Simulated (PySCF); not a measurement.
SMILES [SiH2](Br)Br (PBE0/def2-SVP optimised geometry):

```
5

Br     1.504    -0.694     0.000
Si    -0.711    -0.694     0.000
Br    -1.504     1.375     0.000
H     -1.180    -1.375     1.233
H     -1.180    -1.375    -1.233
```

Method: PBE0/def2-TZVP in PySCF 2.14.0.

Question: What are the frontier orbital energies and the dipole moment?

Answer: HOMO-2 -8.93 eV, HOMO-1 -8.66 eV, HOMO -8.62 eV, LUMO -0.69 eV, LUMO+1 -0.20 eV; dipole moment 1.09 D.

On the same geometry PBE/def2-TZVP in PySCF gives HOMO-2 -7.62 eV, HOMO-1 -7.39 eV, HOMO -7.34 eV, LUMO -1.58 eV, LUMO+1 -1.07 eV; dipole moment 0.97 D.

Meta-Löwdin charges at PBE0/def2-TZVP: Br1 -0.24, Si2 0.63, Br3 -0.24, H4 -0.08, H5 -0.08.
